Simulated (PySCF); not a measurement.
Peak assignment

Bonds (- single, = double, # triple, : aromatic): C1-C2, C2-C3, C2-C4, C4=O5, C4-C6, C6:C7, C7:C8, C8:C9, C9:C10, C10:C11, C11:C6. C1 carries H12, H13, H14; C2 carries H15; C3 carries H16, H17, H18; C7 carries H19; C8 carries H20; C9 carries H21; C10 carries H22; C11 carries H23.

- GFN2-xTB geometry
- σ from GIAO-PBE0/pcSseg-1
- run in PySCF 2.14
- rapidly exchanging positions averaged, no relativistic terms, no solvent, single conformer

References, each an isolated molecule treated in the same way: TMS for ¹³C (σref 186.93) and ¹H (σref 31.72).

Q: Assign these signals to the numbered atoms. ¹³C{¹H} NMR (computed): δ 208.0, 139.0, 138.9, 135.6, 134.0, 39.1, 21.6.

A: 
208.0 → C4, ketone carbonyl carbon: low-lying n→π* states of the double bond to the heteroatom give a large paramagnetic term (-270 ppm)
139.0 → C6, substituted aromatic carbon
138.9 → C9, aromatic CH: the aromatic region
135.6 → C7/C11, aromatic CH
134.0 → C8/C10, aromatic CH
39.1 → C2, sp3 CH α to a carbonyl: α to the electron-withdrawing carbonyl group
21.6 → C1/C3, methyl carbon: aliphatic region, no heteroatom directly attached

C6 and C9; C7/C11 and C8/C10 lie closer than the usual error of such a calculation, so a measured spectrum could show them in the other order.

Q: Assign these signals to the numbered atoms. ¹H NMR (500 MHz, computed): δ 8.47 (d, 2H), 7.83 (m, 1H), 7.79 (m, 2H), 3.40 (sept, 1H), 1.29 (d, 6H).

A: 
```tsv
δ (ppm)	atoms	environment	reason
8.47	H19/H23	hydrogen on an aromatic CH	ring current plus the deshielding of an ortho carbonyl group
7.83	H21	hydrogen on an aromatic CH	–
7.79	H20/H22	hydrogen on an aromatic CH	–
3.40	H15	hydrogen on an sp3 CH α to a carbonyl	–
1.29	H12/H13/H14/H16/H17/H18	hydrogen on a methyl carbon	–
```

H21 and H20/H22 lie closer than the usual error of such a calculation, so a measured spectrum could show them in the other order.

Shifts are as computed. Against solution values, carbons near 30 ppm lie about +3 ppm off and those near 130 ppm about +5 ppm. Of 1211 compounds with measured shifts, 218 miss one by over three times the rms of a fit or turn the order of signals round; such compounds aren't used in these exercises. No couplings were computed; multiplicities are counted from neighbouring protons, with m where these are inequivalent, close in shift, in a saturated or five-membered ring or joined by F or P, and br s for small geminal =CH2 splittings.
